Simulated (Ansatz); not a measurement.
In₂N, relaxed as a doublet with UKS PBE-D4/def2-TZVP in Ansatz, starting from the GFN1-xTB geometry. Force threshold 0.02 eV/Å.

In the def2 sets In takes a core potential; there is no spin–orbit coupling. The relaxation made no stability test and no search for a lower SCF solution. The structure comes from a short search, and lower isomers may exist.

Start:

Cartesian coordinates in Å:
```
In -1.178 -1.737 -0.365
In 1.179 1.735 0.371
N -0.001 0.001 -0.005
```

Task: Estimate the energy that the relaxation releases and the steps that it takes.

Result: 0.27 eV, in 4 steps; 7.5 s on 4 threads of Arm Neoverse V2 on a shared host. No frequencies were taken in this run, so the end may be a saddle point.

Task: Does the start keep its bonding and symmetry?

Result: By distances, no bond broke or formed. The bond that changes most is In2–N3, from 2.13 to 1.99 Å (atoms count from 1). Point group D∞h at the start, D∞h at the end, both within 0.05 Å.

Task: Predict the relaxed structure.

Result: 
```csv
atom,x (Å),y (Å),z (Å)
In1,-1.0990,-1.6206,-0.3406
In2,1.0999,1.6188,0.3459
N3,-0.0009,0.0018,-0.0053
```
Bond lengths (bridged metal pairs left out): 2 × In–N 1.99 Å.
